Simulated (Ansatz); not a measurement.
Relaxation of CH₅AlClNO (10 atoms, charge 0, multiplicity 1), to a largest force component of 0.03 eV/Å in at most 50 steps.

The calculation used RKS PBE0-D4/def2-SVP in Ansatz.

```xyz
10
Properties=species:S:1:pos:R:3
Al -1.522 -0.502 0.577
O 0.189 -1.837 -1.717
N -0.149 0.377 0.473
C 0.852 1.303 0.854
H 0.526 -1.096 -1.185
Cl -3.302 -1.564 0.668
H -0.084 -1.410 -2.537
H 1.304 1.793 -0.033
H 1.688 0.813 1.391
H 0.496 2.122 1.509
```

**Question.** Where does it end, and by what steps?

**Answer.** The run converged. After 20 steps the energy has fallen by 4.036 eV; H7 moved furthest, 1.75 Å. Parted: O2–H5 (0.97 → 3.13 Å). Joined: Al1–O2 (3.16 → 1.69 Å), N3–H5 (2.32 → 1.02 Å).

```json
{"step": "0", "energy less start (eV)": "0.0000", "largest force component (eV/Å)": "0.315", "accepted": "yes"}
{"step": "1", "energy less start (eV)": "-0.1295", "largest force component (eV/Å)": "0.977", "accepted": "yes"}
{"step": "2", "energy less start (eV)": "-0.3744", "largest force component (eV/Å)": "1.341", "accepted": "yes"}
{"step": "3", "energy less start (eV)": "-0.7620", "largest force component (eV/Å)": "0.907", "accepted": "yes"}
{"step": "4", "energy less start (eV)": "-0.9678", "largest force component (eV/Å)": "1.925", "accepted": "yes"}
{"step": "5", "energy less start (eV)": "-1.0691", "largest force component (eV/Å)": "0.854", "accepted": "yes"}
{"step": "6", "energy less start (eV)": "-1.1554", "largest force component (eV/Å)": "0.507", "accepted": "yes"}
{"step": "7", "energy less start (eV)": "-1.3920", "largest force component (eV/Å)": "1.857", "accepted": "yes"}
{"step": "8", "energy less start (eV)": "-1.9146", "largest force component (eV/Å)": "2.421", "accepted": "yes"}
{"step": "9", "energy less start (eV)": "-2.6005", "largest force component (eV/Å)": "3.595", "accepted": "yes"}
{"step": "10", "energy less start (eV)": "-3.2272", "largest force component (eV/Å)": "2.032", "accepted": "yes"}
{"step": "11", "energy less start (eV)": "-3.6019", "largest force component (eV/Å)": "1.457", "accepted": "yes"}
{"step": "12", "energy less start (eV)": "-3.7957", "largest force component (eV/Å)": "0.659", "accepted": "yes"}
{"step": "13", "energy less start (eV)": "-3.8468", "largest force component (eV/Å)": "0.398", "accepted": "yes"}
{"step": "14", "energy less start (eV)": "-3.9479", "largest force component (eV/Å)": "0.228", "accepted": "yes"}
{"step": "15", "energy less start (eV)": "-3.9792", "largest force component (eV/Å)": "1.236", "accepted": "yes"}
{"step": "16", "energy less start (eV)": "-4.0206", "largest force component (eV/Å)": "0.394", "accepted": "yes"}
{"step": "17", "energy less start (eV)": "-4.0280", "largest force component (eV/Å)": "0.346", "accepted": "yes"}
{"step": "18", "energy less start (eV)": "-4.0349", "largest force component (eV/Å)": "0.082", "accepted": "yes"}
{"step": "19", "energy less start (eV)": "-4.0358", "largest force component (eV/Å)": "0.043", "accepted": "yes"}
{"step": "20", "energy less start (eV)": "-4.0359", "largest force component (eV/Å)": "0.021", "accepted": "yes"}
```

```xyz
10
Properties=species:S:1:pos:R:3
Al -0.753 -0.820 -0.508
O -0.640 -1.951 -1.763
N 0.640 0.184 -0.119
C 0.763 1.194 0.906
H 1.490 0.066 -0.661
Cl -2.519 -0.578 0.610
H -1.338 -2.532 -2.068
H 0.991 2.194 0.494
H 1.548 0.957 1.648
H -0.183 1.286 1.462
```

Run time: 48 s on 2 threads of Intel(R) Xeon(R) Platinum 8488C (Sapphire Rapids), on a shared host, peak memory 0.23 GiB.
